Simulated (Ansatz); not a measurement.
Ansatz (a quantum-chemistry and plane-wave program) input (B2PLYP/jun-cc-pV(T+d)Z): A basis named .json is the Basis Set Exchange file of that set (core-valence sets with the plain set on hydrogen).

Ansatz 0.2 input:
```yaml
crystal:
  periodic: [false, false, false]
  atoms:
    - {symbol: H, position_ang: [0.00000000, 0.00000000, 0.00000000]}
basis:
  gaussian:
    orbitals: jun-cc-pV_T+d_Z.json
hamiltonian:
  xc: {name: B2PLYP}
magnetization: {spin_polarized: true, initial_magnetization: 1}
correlation: {electrons: outside_noble_gas}
scf: {lower_state_search: full}
```

Output:

```
Functional definition: B2PLYP
integrals: 0.00 GiB planned
65 factors; integrals over basis functions are off by at most 1.6e-4 eV
mean field: 0.04 GiB planned
mean field evaluation 1: about -13.5553 eV, gradient 9.2e-1 eV
mean field evaluation 2: about -13.5549 eV, gradient 9.2e-1 eV
mean field evaluation 4: about -13.5680 eV, gradient 4.0e-3 eV
mean field evaluation 8: about -13.5679 eV, gradient 8.2e-6 eV
mean field evaluation 16: about -13.5679 eV, gradient 2.0e-5 eV
mean field -13.56791009 eV, -0.4986114993 hartree, gradient 8.2e-6 eV, S^2 0.750000; 2 other end points of the search recorded, 0 dependent functions left out
reference -13.56798322 eV, -0.4986141866 hartree; 1, 0 occupied and 13, 14 virtual orbitals, 65 factors
second order 0.00000000 eV of doubles, -0.00000000 eV of singles
Total energy: -13.56798322 eV, -0.4986141866 hartree
```
